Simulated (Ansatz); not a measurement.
Isolated molecules relaxed with PBE0-D4/def2-TZVP in Ansatz; ΔE leaves out vibrations. CBS: MP2 limit from def2 TZ/QZ plus the TZ coupled-cluster correction, frozen cores. For Ga, V outer-core shells are correlated without core-valence functions, which leaves a few kJ/mol of doubt a bond. Scalar relativity is left out up to krypton. One conformer a species, not always the lowest.

Consider the redistribution: `[NH2][GaH][SiH2]O` + `[O]=[V]([OH])([OH])[OH]` → `O[SiH2][GaH][OH]` + `[NH2][V](=[O])([OH])[OH]`.

```tsv
species	MP2/def2-QZVPP energy (Eh)
`[NH2][GaH][SiH2]O`	-2346.28219
`[O]=[V]([OH])([OH])[OH]`	-1246.01594
`O[SiH2][GaH][OH]`	-2366.16319
`[NH2][V](=[O])([OH])[OH]`	-1226.12144
```

Work out ΔE.

ΔE = (-2366.16319) + (-1226.12144) − (-2346.28219) − (-1246.01594) = 0.01350 Eh = +8.5 kcal/mol. CCSD(T)/CBS gives +9.8 kcal/mol.

Largest T1 diagnostic among the species: 0.033, so the coupled-cluster value is less sure than usual.

In def2-TZVPP, CCSD(T) changes the Hartree–Fock value by −1.6 kcal/mol (the triples alone add −0.0 kcal/mol) and MP2 by −2.8 kcal/mol.
